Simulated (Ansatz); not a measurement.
Consider the formal loss of a carbene: `CC(F)(F)C(F)CF` → `F[C]F` + `CC(F)CF`.

Isolated molecules relaxed with PBE0-D4/def2-TZVP in Ansatz; ΔE leaves out vibrations. CCSD(T)/CBS adds triple-zeta CCSD(T) − MP2 to the extrapolated MP2 energy (def2 sets, frozen cores). This one scheme is used for every species. DFT in def2-TZVPP. HSE06 is defined as in plane-wave codes. One conformer a species, not always the lowest.

`CC(F)(F)C(F)CF`:

Z-matrix (Å, degrees):
```
C
C 1 1.501
H 1 1.090 2 108.8
H 1 1.090 2 110.5 3 119.6
H 1 1.089 2 109.7 3 -119.7
F 2 1.367 1 110.0 3 -62.3
F 2 1.359 1 109.3 3 54.2
C 2 1.527 1 116.2 3 176.0
F 8 1.377 2 108.2 1 -59.6
C 8 1.506 2 113.3 1 62.1
H 8 1.095 2 107.7 1 -176.2
F 10 1.376 8 109.5 2 167.4
H 10 1.093 8 110.2 2 48.0
H 10 1.094 8 110.5 2 -73.7
```

`F[C]F`:

```xyz
3

F     0.175   -0.384    0.972
C    -0.494    0.185    0.019
F     0.319    0.199   -0.991
```

`CC(F)CF`:

```xyz
11

C     0.914    0.750   -0.540
C     0.328   -0.305    0.364
F     0.541    0.062    1.685
C    -1.150   -0.482    0.147
F    -1.621   -1.570    0.847
H     1.964    0.909   -0.291
H     0.386    1.700   -0.423
H     0.852    0.442   -1.586
H     0.828   -1.270    0.222
H    -1.355   -0.643   -0.916
H    -1.688    0.407    0.492
```

```
             level  ΔE (kcal/mol)  difference from CCSD(T)/CBS
            PBE-D4           62.5                          0.2
        r2SCAN0-D4           67.4                          5.1
          HSE06-D4           65.8                          3.5
      CAM-B3LYP-D4           63.6                          1.3
           r2SCAN0           66.7                          4.4
             HSE06           64.1                          1.8
    MP2/def2-TZVPP           65.4                          3.1
CCSD(T)/def2-TZVPP           61.0                         -1.3
    MP2/def2-QZVPP           66.0                          3.7
SCS-MP2/def2-QZVPP           62.9                          0.6
       CCSD(T)/CBS           62.3                            0
```

Largest T1 diagnostic among the species: 0.017.

From r2SCAN to r2SCAN0 (25 % exact exchange), in def2-TZVPP and without D4, ΔE moves by +1.8 kcal/mol. At CCSD(T), def2-SVP lies +1.2 kcal/mol from the extrapolated value and def2-TZVPP −1.3 kcal/mol.
